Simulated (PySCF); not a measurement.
Constitutional and geometric isomers with formula C3H10Si. All species are isolated molecules in the gas phase. One relaxed conformer stands for each flexible species; it need not be the lowest. Strings in code marks are SMILES.

The numbers are results of PBE-D3(BJ)/def2-TZVP // B3LYP-D3(BJ)/def2-TZVP in PySCF, not measurements. All candidates: neutral, multiplicity 1. 

| Item | Result |
|---|---|
| HOMO | -6.95 eV |
| HOMO–LUMO gap | 7.12 eV |

Problem. Which member has these values?
A. `C[SiH](C)C`
B. `CCC[SiH3]` (C–C–C–Si torsion 180°)
C. `CC(C)[SiH3]`
D. `CC[SiH2]C` (C–C–Si–C torsion 180°)

Solution. D, `CC[SiH2]C` (C–C–Si–C torsion 180°). The others give `CC(C)[SiH3]`: -6.89 eV, 6.79 eV; `CCC[SiH3]` (C–C–C–Si torsion 180°): -7.22 eV, 7.15 eV; `C[SiH](C)C`: -7.22 eV, 7.55 eV
